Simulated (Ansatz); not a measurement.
The same atomization along the group F, Cl, Br, I.

Isolated molecules relaxed with PBE0-D4/def2-TZVP in Ansatz; ΔE leaves out vibrations. CBS: MP2 limit from def2 TZ/QZ plus the TZ coupled-cluster correction, frozen cores. Small cases extrapolate CCSD(T) itself. DFT in def2-TZVPP. Open shells (•) are unrestricted, without spin–orbit coupling. Spin–orbit coupling would lower the free atoms: a little for Al, Cl, F; clearly for Br; strongly for I. Elements past krypton have def2 core potentials. For Br, I outer-core shells are correlated without core-valence functions, so the limit isn't a true one: a few kJ/mol of doubt a bond, and 10 to 20 or more in all where bonds break to atoms. Scalar relativity is left out up to krypton.

| reaction | B2PLYP (kJ/mol) | PBE0-D4 (kJ/mol) | PBE-D4 (kJ/mol) |
| --- | --- | --- | --- |
| `[F][AlH2]` → Al• + F• + 2 H• | 1185 | 1158 | 1175 |
| `[AlH2][Cl]` → Al• + Cl• + 2 H• | 1018 | 1012 | 1011 |
| `[AlH2][Br]` → Al• + Br• + 2 H• | 963 | 958 | 955 |
| `[AlH2][I]` → Al• + I• + 2 H• | 895 | 893 | 890 |

Question: Give the CCSD(T)/CBS values in the same order. (An estimate is asked.)

Answer: Computed: 1207, 1043, 992, 926 kJ/mol.

Largest T1 diagnostic: 0.018, for Al•.

Extrapolated directly: `[F][AlH2]` → Al• + F• + 2 H•; `[AlH2][Cl]` → Al• + Cl• + 2 H•.

For atomizations the MP2-based limit and the directly extrapolated one differ by several kJ/mol either way, and by 10 to 25 for some Ge, Se and Sn compounds, so smaller differences from it don't rank the levels.
